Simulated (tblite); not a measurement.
Input of a run (GFN2-xTB geometry optimisation, gas phase (tblite 0.8.0)), started from a force field or distance geometry:
```
{"job": {"kind": "relax", "xc": "GFN2-xTB", "basis": "xTB"}, "charge": 1, "multiplicity": 2}
N     -2.904600    -0.262700     0.844600
C     -1.987600    -0.441700     0.166100
C     -0.814200    -0.689900    -0.660800
C      0.235000     0.365400    -0.680100
C     -0.398800     1.616100    -0.181200
O      0.070600     2.665900    -0.642500
C      1.223400    -0.048500     0.400000
C      1.718800    -1.379600    -0.009600
N      2.111800    -2.423000    -0.349200
H     -0.745400    -1.600900    -1.258600
H     -1.229300     1.633500     0.515500
H      0.668700    -0.123300     1.387000
H      2.047000     0.689200     0.450900
```

Output (eV, eV/Å):
```
step      E/eV     max force
  0    -653.66969    6.649
  1    -654.00305   10.712
  2    -654.65802    5.649
  3    -654.80608    5.821
  4    -655.13054    1.642
  5    -655.24319    1.895
  6    -655.29416    3.214
  7    -655.38954    0.866
  8    -655.44870    0.743
  9    -655.54761    1.107
 10    -655.60144    1.244
 11    -655.67270    0.933
 12    -655.73450    0.816
 13    -655.80499    1.175
 14    -655.87692    1.723
 15    -655.94260    1.407
 16    -655.99624    0.575
 17    -656.04358    0.749
 18    -656.09563    0.873
 19    -656.09390    2.502
 20    -656.14816    0.463
 21    -656.17071    0.544
 22    -656.21788    0.785
 23    -656.24146    0.677
 24    -656.26058    0.539
 25    -656.28350    0.543
 26    -656.31249    0.752
 27    -656.35190    0.857
 28    -656.38017    0.515
 29    -656.39984    0.739
 30    -656.41404    0.500
 31    -656.43353    0.375
 32    -656.45165    0.249
 33    -656.45792    0.187
 34    -656.46480    0.301
 35    -656.47072    0.295
 36    -656.47557    0.371
 37    -656.47934    0.356
 38    -656.48252    0.284
 39    -656.48576    0.382
 40    -656.48944    0.164
 41    -656.49220    0.157
 42    -656.49368    0.111
 43    -656.49459    0.094
 44    -656.49556    0.073
 45    -656.49634    0.107
 46    -656.49723    0.085
 47    -656.49795    0.072
 48    -656.49869    0.097
 49    -656.49952    0.147
 50    -656.50047    0.163
 51    -656.50131    0.156
 52    -656.50196    0.103
 53    -656.50240    0.062
 54    -656.50273    0.046
 55    -656.50306    0.084
 56    -656.50343    0.067
 57    -656.50380    0.066
 58    -656.50419    0.067
 59    -656.50459    0.060
 60    -656.50495    0.070
 61    -656.50529    0.053
 62    -656.50563    0.066
 63    -656.50589    0.065
 64    -656.50606    0.043
 65    -656.50618    0.048
 66    -656.50635    0.052
 67    -656.50661    0.054
 68    -656.50691    0.054
 69    -656.50720    0.036
 70    -656.50743    0.035
 71    -656.50764    0.039
 72    -656.50786    0.042
 73    -656.50802    0.039
 74    -656.50810    0.070
 75    -656.50820    0.033
 76    -656.50830    0.035
 77    -656.50840    0.031
 78    -656.50844    0.022
 79    -656.50845    0.009
```

Problem. Summarise the run.

Solution. The energy falls by 273.9 kJ/mol over 79 L-BFGS steps, the largest force on an atom goes from 6.65 to 0.009 eV/Å, and the atoms move by 0.722 Å rms after alignment. The bond that changes most is C3–C4 (ends: carbon bonded to 2 C and H; carbon bonded to 3 C), which shortens by 0.148 Å. Bonds longer at the end by more than 0.005 Å: 2 of 12; shorter: 9. Among the angles that change most is C3–C4–C7, from 104.8° to 126.5°. Among the dihedrals that turn most is C7–C4–C5–O6, from 99° to 11°. The energy rose by more than 1e-5 eV at step 19. The first step brought 12 % of the lowering.

Problem. What are the final bond lengths?

Solution. N1≡C2 1.144 Å, C2–C3 1.408 Å, C3–C4 1.341 Å, C4–C5 1.502 Å, C5=O6 1.180 Å, C4–C7 1.495 Å, C7–C8 1.443 Å, C8≡N9 1.138 Å, C3–H10 1.087 Å, C5–H11 1.115 Å, C7–H12 1.100 Å, C7–H13 1.099 Å. Numbering counts from 1 in the input's order; the species is `N#C[CH+][C](C=O)CC#N` [radical].

Its GFN2-xTB frequencies are all real (lowest 33 cm⁻¹). 3 starts were optimised and ended at 0.00, 1.11 and 1.37 kcal/mol (GFN2-xTB); the lowest of these is shown.

One conformer stands for the species.

The numbers are calculated, not measured.
